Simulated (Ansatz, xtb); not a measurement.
Ligand exchange: C2H6AlBr + H2S → C2H7AlS + HBr

Species: C2H6AlBr `C[CH2][AlH][Br]`, singlet; H2S (hydrogen sulfide) `S`, singlet; C2H7AlS `C[CH2][AlH][SH]`, singlet; HBr (hydrogen bromide), singlet. The partners trade Br for SH: Al–Br and H–SH bonds give way to Al–SH and H–Br.

Shapes, held fixed at every level: PBE0-D4/def2-TZVP. Flexible molecules stand in one conformer, not always the lowest. Programs: Ansatz 0.2.0, xtb 6.7.1. The zero-point and thermal change to 298 K, harmonic and unscaled (PBE0-D4/def2-TZVP), is -1.7 kJ/mol.

| level | kind | ΔH(298 K) (kJ/mol) | less CCSD(T)/def2-TZVPP |
| --- | --- | --- | --- |
| GFN1-xTB | semi-empirical | +48.3 | +1.1 |
| HF/def2-TZVPP | Hartree–Fock | +60.9 | +13.7 |
| BHLYP-D4/def2-TZVPP | global hybrid | +52.3 | +5.1 |
| PBE0-D4/def2-TZVPP | global hybrid | +45.6 | -1.6 |
| B2PLYP/def2-TZVPP | double hybrid | +49.1 | +1.9 |
| MP2/def2-SVP | perturbation theory | +50.1 | +2.9 |
| CCSD(T)/def2-SVP | coupled cluster or CI | +47.4 | +0.2 |
| CCSD/def2-TZVPP | coupled cluster or CI | +49.5 | +2.3 |
| CCSD(T)/def2-TZVPP | coupled cluster or CI | +47.2 | 0.0 |

The highest level, CCSD(T)/def2-TZVPP, gives ΔH(298 K) = +47.2 kJ/mol; the levels span +45.6 to +60.9. The column of differences is taken from that level and isn't an error. No measured value is set beside it here. Relativity is left out for Br. Outer-core shells of Br are correlated in most correlated rows, in sets that cover them unevenly.
